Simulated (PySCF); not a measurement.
Relaxation of doublet As₃

These are results of UPBE0 in PySCF with As def2-TZVP; no relativity; density-fitted integrals, not measurements. A (50,194) grid was used.

A hand-made linear chain start, of D∞h symmetry, held to at least that symmetry:

```xyz
3
charge 0 multiplicity 2, angstrom
As    0.0000    0.0000    0.0000
As    0.0000    0.0000    2.2990
As    0.0000    0.0000   -2.2990
```

Question: What does it relax to?

Answer: It ends at D∞h with As–As 2.161 Å (×2); As–As–As 180.0°. A frequency run shows a minimum.

Question: How much energy is released, and in how many steps?

Answer: 31.9 kJ/mol in 4 steps.
